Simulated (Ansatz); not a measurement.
Input file for Cl3H2NSi, SMILES `N[Si](Cl)(Cl)Cl`:

```yaml
crystal:
  periodic: [false, false, false]
  atoms:
    - {symbol: N, position_ang: [0.063975, 0.907950, 0.637815]}
    - {symbol: Si, position_ang: [-0.036920, -0.422904, -0.387652]}
    - {symbol: Cl, position_ang: [0.347498, -2.230365, 0.482922]}
    - {symbol: Cl, position_ang: [-1.926714, -0.514458, -1.127058]}
    - {symbol: Cl, position_ang: [1.324484, -0.184171, -1.876285]}
    - {symbol: H, position_ang: [0.958160, 1.270223, 0.925615]}
    - {symbol: H, position_ang: [-0.669183, 1.105827, 1.298844]}
basis:
  gaussian: {orbitals: def2-SVP}
correlation: {method: ccsd_t}
```

```sh
$ ansatz run in.yaml --threads 4 --pin off --events-out ev --progress --plain --max-ram 10444MiB
```

The program prints (abridged):

```
Functional definition: HF
891 factors; integrals over basis functions are off by at most 8.4e-4 eV
mean field evaluation 1: about -46873.9040 eV, gradient 3.2e1 eV
mean field evaluation 2: about -46873.9063 eV, gradient 3.2e1 eV
mean field evaluation 4: about -46876.2991 eV, gradient 2.1e0 eV
mean field evaluation 8: about -46876.3170 eV, gradient 5.8e-5 eV
mean field -46876.31697431 eV, -1722.6728748969 hartree, gradient 2.9e-6 eV, S^2 0.000000; 0 other end points of the search recorded, 0 dependent functions left out
21 core orbitals not correlated: weight in the atoms' cores, before any rotation towards them, 1.000 or more for the frozen orbitals, at most 0.000 for the correlated occupied ones
reference -46876.31697431 eV, -1722.6728748969 hartree; 16, 16 occupied and 59, 59 virtual orbitals, 891 factors
second order -17.81173468 eV of doubles, -0.00000000 eV of singles
cycle   1  -18.68000471 eV  change   -8.7e-1 eV  update   7.8e-2
cycle   2  -19.01932778 eV  change   -3.4e-1 eV  update   2.1e-2
cycle   3  -19.07984364 eV  change   -6.1e-2 eV  update   9.0e-3
cycle   4  -19.07831098 eV  change    1.5e-3 eV  update   1.9e-3
cycle   5  -19.07796157 eV  change    3.5e-4 eV  update   6.1e-4
cycle   6  -19.07780942 eV  change    1.5e-4 eV  update   1.8e-4
cycle   7  -19.07778706 eV  change    2.2e-5 eV  update   5.9e-5
cycle   8  -19.07780650 eV  change   -1.9e-5 eV  update   1.7e-5
perturbative correction -0.43521629 eV, -0.0159939036 hartree
Total energy: -46895.82999709 eV, -1723.3899652579 hartree
```

It took 2.2 s on 4 threads of an Arm Neoverse V2 on a shared host, with 0.46 GiB of host memory at the peak.

Correlation energy per correlated electron: -0.610 eV. T1 diagnostic: 0.0085.
